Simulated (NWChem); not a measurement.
# SnSe, singlet; SMILES [Se]=[Sn]

```xyz
2

Sn     0.0000     0.0000    -0.9464
Se     0.0000     0.0000     1.3916
```
Atoms are numbered in this order, from 1.

Level: PBE0/def2-SVP with def2 effective core potentials on Sn (NWChem), optimised geometry, unscaled harmonic frequencies. Low-valent species are run as closed-shell singlets; no triplet was tried in these runs. This build's default masses of Se (78.918 u) and Br (79.917 u) are each other's, which moves their modes by up to 0.6 %. def2 effective core potentials on Sn; no spin-orbit coupling.

| frequency (cm⁻¹) | IR intensity (km/mol) |
|---|---|
| 342 | 17.1 |

| Item | Value |
|---|---|
| zero-point energy | 0.5 kcal/mol |
| thermal correction to the enthalpy at 298.15 K (with zero-point energy) | 2.8 kcal/mol |
| heat capacity Cv | 6.6 cal/(mol K) |
| entropy at 298.15 K and 1 atm (symmetry number 1) | 60.9 cal/(mol K) |

Rigid rotor and harmonic oscillator.
